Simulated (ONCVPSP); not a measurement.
**Fe (Z = 26), ONCV: configuration errors across variants**

iron, optimised norm-conserving Vanderbilt (ONCV), made with ONCVPSP 4.0.1 (LDA (Perdew-Wang 92), scalar-relativistic). Core [Ar], reference 3d6 4s1 (charge +1). Waves: 4s: rc 2.50 bohr, ncon 4, nbas 8, qcut 2.6 1/bohr, 3 projectors, debl 3 Ha; p scattering state at 0.22 Ha: rc 2.15 bohr, ncon 5, nbas 9, qcut 3.5 1/bohr, 2 projectors, debl 0.8 Ha; 3d: rc 1.10 bohr, ncon 3, nbas 7, qcut 17.4 1/bohr, 2 projectors, debl 1.2 Ha. Local part: polynomial inside 1.00 bohr (lpopt 2, dvloc0 0 Ha). Core correction: Teter function, fcfact 5.5, rcfact 1.7.

In the p channel the program set the typed energies aside and used 0.050, 0.850 Ha.

All-electron excitation energies from the reference (eV): (1) 3d6 4s2 -8.974; (2) 3d6 4s0 16.485; (3) 3d5 4s0 51.019; (4) 3d5 4s2 5.505.

Errors AE − PS in meV (a dash: test not solved or not reliable):

| change | (1) | (2) | (3) | (4) | bound ghosts | GHOST(+) flags above zero |
| --- | --- | --- | --- | --- | --- | --- |
| base | -42 | -127 | -629 | -235 | none | s, p |
| local potential polynomial inside 1.00 bohr (lpopt 2, dvloc0 8 Ha) | -42 | -127 | -629 | -235 | none | s, p |
| core correction Teter function, parameters optimised by the program | -3.6 | -9.5 | -247 | -235 | none | s, p |

Q: Give the same row for: s: qcut 2.1.

A: -41, -128, -683, -174; bound ghosts: none; GHOST(+) flags above zero: s, p.
